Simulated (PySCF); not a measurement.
**How methods differ on the ionisation energy of Ti**

Ti [Ar] 3d2 4s2 (3F) → Ti+ [Ar] 3d2 4s1 (4F), as a difference of total energies. All numbers are calculated (PySCF 2.14, the spin-free X2C one-electron Hamiltonian (Gaussian nucleus), in x2c-SVPall). Correlated levels: valence: [Ar] frozen. The calculations carry no spin-orbit coupling.

```csv
method,ionisation energy (eV)
UHF,5.570
BP86,6.930
PBE0,6.639
MP2 (valence),6.223
SCS-MP2 (valence),6.348
```

Question: How much does correlation contribute at MP2 (valence)?

Answer: 6.223 − (5.570) = 0.653 eV, measured against UHF.

Errors of the correlated levels include the incompleteness of this basis and the frozen core.

MP2 underrates the near-degeneracy of ns² with np² in the lower species.

For comparison: 6.828 eV (measured; NIST levels, between the centres of gravity of the two terms).
